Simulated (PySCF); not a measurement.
# Energy and ionisation energy along a bond of AlFH2N

All numbers below are calculated, not measured. They come from PySCF 2.14.0, an open-source quantum chemistry program, on an isolated molecule that a program drew, which may never have been made. The molecule is AlFH2N (charge 0, doublet), drawn as the SMILES string `[NH2][Al][F]`.

The structure below is the HF double-zeta minimum with every atom moved a little at random, so it isn't optimised. Bond N1-H5 is then set to each length in the table by shifting atom 5 along it, with nothing else relaxed.
```xyz
5
AlFH2N, angstrom
N     0.2463    1.8308   -2.7614
Al   -0.3645    0.2951   -2.1663
F     0.6719   -1.0035   -2.3004
H     1.1832    1.9816   -3.1208
H    -0.2524    2.6938   -2.7357
```

E is the energy above the same method's energy at the HF double-zeta minimum. IE is the energy to remove one electron at fixed geometry, to the singlet state of charge +1, as a difference of total energies. The basis family is cc-pV(n+d)Z, with UHF for radicals and no spin-orbit coupling. Best is HF at quadruple zeta, plus MP2 correlation extrapolated from triple and quadruple zeta, plus CCSD(T) minus MP2 at triple zeta, with a frozen core. The other columns are at triple zeta.

```
bond (Å)  E MP2 (kcal/mol)  E B3LYP (kcal/mol)  E CCSD(T) (kcal/mol)  E best (kcal/mol)  IE MP2 (eV)  IE B3LYP (eV)  IE CCSD(T) (eV)  IE best (eV)     T1
  0.8761             12.24               12.18                 12.34              12.12        8.431          8.662            8.498         8.582  0.014
  0.9971                 ?                   ?                     ?                  ?            ?              ?                ?             ?      ?
  1.1211              5.67                5.37                  5.45               5.53        8.384          8.623            8.460         8.547  0.014
  1.2661             22.16               21.23                 21.43              21.50        8.356          8.606            8.443         8.531  0.015
  1.4201             43.48               41.68                 41.83              41.83        8.328          8.593            8.433         8.520  0.016
```

T1 is the CCSD diagnostic of the starting molecule.

**Estimate the best E and IE at 0.9971 Å from the other rows.**

A cubic in the inverse of the bond length through the other values of E best gives -0.19 kcal/mol there. A least-squares quadratic in the bond length through IE best gives 8.563 eV. The calculation gives 0.10 kcal/mol and 8.565 eV, so the fits miss by 0.29 kcal/mol and 0.002 eV. The same recipe one zeta lower moves these two values by 0.02 kcal/mol and 0.04 eV, a gauge of their own error. The rest of the row: E is 0.10 (MP2), 0.08 (B3LYP), 0.10 (CCSD(T)); IE is 8.408 (MP2), 8.642 (B3LYP), 8.478 (CCSD(T)); T1 is 0.014.
